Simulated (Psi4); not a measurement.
Psi4 input (wB97X-D/6-311+G**):

```
memory 1500 MB

molecule {
0 1
Al   -0.00000000   -0.00000000   -0.73119100
O     0.00000000    0.00000000    0.95029600
H     0.00000000    0.00000000    1.90311900
symmetry c1
no_reorient
no_com
}

set {
  basis 6-311+G**
  reference rks
  scf_type pk
  dft_radial_points 99
  dft_spherical_points 590
  e_convergence 1e-8
  d_convergence 1e-7
  maxiter 150
}

e = energy('wb97x-d')
print_out(f'\nFINAL {e:.10f} DIPOLE {variable("CURRENT DIPOLE")[0]:.6f} {variable("CURRENT DIPOLE")[1]:.6f} {variable("CURRENT DIPOLE")[2]:.6f}\n')
```

From the output:

```
      36A      1.011702    37A      1.126935    38A      1.126935
      39A      1.323310    40A      1.544219    41A      1.544219
      42A      1.660980    43A      2.214647    44A      2.867458
      45A      2.909261    46A      2.909261    47A      3.224130
      48A      3.224130    49A      3.916385    50A      4.435694
      51A      5.076740    52A      5.076740    53A      5.644757
      54A      8.095079    55A      8.095079    56A      8.446491
      57A     50.068942    58A    120.462481

    Final Occupation by Irrep:
              A
    DOCC [    11 ]
    NA   [    11 ]
    NB   [    11 ]

  @RKS Final Energy:  -318.28942019345192

   => Energetics <=

    Nuclear Repulsion Energy =             39.7840712447067517
    One-Electron Energy =                -520.9504552889781053
    Two-Electron Energy =                 182.6725543352181660
    DFT Exchange-Correlation Energy =     -19.7953862272501873
    Empirical Dispersion Energy =          -0.0002042571486025
    VV10 Nonlocal Energy =                  0.0000000000000000
    Total Energy =                       -318.2894201934519742

Computation Completed

Properties will be evaluated at   0.000000,   0.000000,   0.000000 [a0]

Properties computed using the SCF density matrix

 Multipole Moments:

 ------------------------------------------------------------------------------------
     Multipole            Electronic (a.u.)      Nuclear  (a.u.)        Total (a.u.)
 ------------------------------------------------------------------------------------

 L = 1.  Multiply by 2.5417464519 to convert [e a0] to [Debye]
 Dipole X            :          0.0000000            0.0000000            0.0000000
 Dipole Y            :          0.0000000            0.0000000            0.0000000
 Dipole Z            :          0.3900317            0.0000076            0.3900392
 Magnitude           :                                                    0.3900392

 ------------------------------------------------------------------------------------

FINAL -318.2894201935 DIPOLE 0.000000 0.000000 0.390039

*** Psi4 exiting successfully. Buy a developer a beer!
```

The geometry given is a B3LYP-D3(BJ)/def2-TZVP minimum.
